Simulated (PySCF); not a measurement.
Borane, trifluoro-, BF3, SMILES FB(F)F, point group D3h.

Force field and properties: B3LYP/pcSseg-2 (PySCF, grid level 2). Vibrational terms come from second-order perturbation theory with semi-diagonal cubic constants, by steps of ±0.6 along the normal coordinates of each isotopologue. The parent has the commonest isotopes.

Equilibrium geometry (Å):

| atom | x | y | z |
| --- | --- | --- | --- |
| F1 | 1.2270 | -0.4903 | -0.0156 |
| B2 | 0.0103 | 0.0046 | -0.0228 |
| F3 | -1.0272 | -0.8008 | -0.0066 |
| F4 | -0.1692 | 1.3056 | -0.0465 |

Species: ¹⁰B at 2. Output of the displacement run:

```
mode    cm-1    km/mol   phi_rrr   E(+)/cm-1  E(-)/cm-1
  1    476.79    12.79      19.7      86.58      85.16
  2    477.51    12.69     -19.3      85.31      86.70
  3    712.71   111.51       0.7     128.46     128.40
  4    886.15     0.00    -141.5     154.51     164.69
  5   1498.15   495.74    -311.3     258.97     281.35
  6   1498.96   495.64     -38.5     268.92     271.69
```

For the shielding of F1 (σe = 303.80 ppm):

```tsv
mode	ω (cm⁻¹)	Σr φrrs (cm⁻¹)	∂σ/∂q	∂²σ/∂q²
1	477	5	-1.633	-1.659
2	478	-9	-5.833	-1.109
3	713	0	0.008	-3.944
4	886	-567	-7.559	-0.908
5	1498	1	0.602	0.202
6	1499	-11	-1.146	-1.611
```

Q: Work out the zero-point average of this shielding.

A: With ⟨qs⟩ = −Σr φrrs/(4ωs) and ⟨qs²⟩ = 1/2: the mean displacements are -0.002, 0.005, 0.000, 0.160, 0.000, 0.002. The anharmonic term Σ (∂σ/∂q)⟨q⟩ is -1.24 ppm, the harmonic term ¼ Σ ∂²σ/∂q² is -2.26 ppm, so ⟨σ⟩ = 300.31 ppm.
